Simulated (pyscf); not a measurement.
## HO–SiH=PH, singlet

Gas-phase minimum from PySCF at ωB97X-D3(BJ)/def2-SVP, one conformer. 

```
Si
O 1 1.6512
H 2 0.9624 1 118.87
H 1 1.4900 2 109.17 3 -0.03
P 1 2.0446 4 127.17 2 180.00
H 5 1.4326 1 84.31 4 -0.01
```

Properties at ωB97X-D3(BJ)/def2-SVP:

```
Item                                                                                                                                                                                Value
---------------------------------------------------------------------------------------------------------------------  ------------------------------------------------------------------
Harmonic wavenumbers, unscaled                                                                                         233, 264, 401, 553, 591, 705, 786, 878, 987, 2252, 2411, 3941 cm⁻¹
Zero-point energy                                                                                                                                                           20.0 kcal/mol
Rotational symmetry number                                                                                                                                                              1
Entropy of this conformer at 298 K and 1 atm, rigid rotor and harmonic oscillator, modes under 100 cm⁻¹ raised to 100                                                     290.7 J/(mol K)
Dipole moment                                                                                                                                                                      3.82 D
```

Single-point totals, which compare only within one level (frozen core for MP2 and CC):

```
level                   total energy (hartree)
----------------------  ----------------------
ωB97X-D3(BJ)/def2-TZVP              -707.99117
PBE/def2-TZVP                       -707.55514
r²SCAN/def2-TZVP                    -707.85250
B3LYP-D3(BJ)/def2-TZVP              -707.99134
PBE0-D3(BJ)/def2-TZVP               -707.61237
M06-2X/def2-TZVP                    -707.86872
ωB97M-D3(BJ)/def2-TZVP              -708.04341
HF/def2-TZVPP                       -706.34845
MP2/def2-TZVPP                      -706.85539
CCSD/def2-TZVPP                     -706.88459
CCSD(T)/def2-TZVPP                  -706.90865
```

The CCSD(T) − MP2 part came from Ansatz, without density fitting, on the same reference.
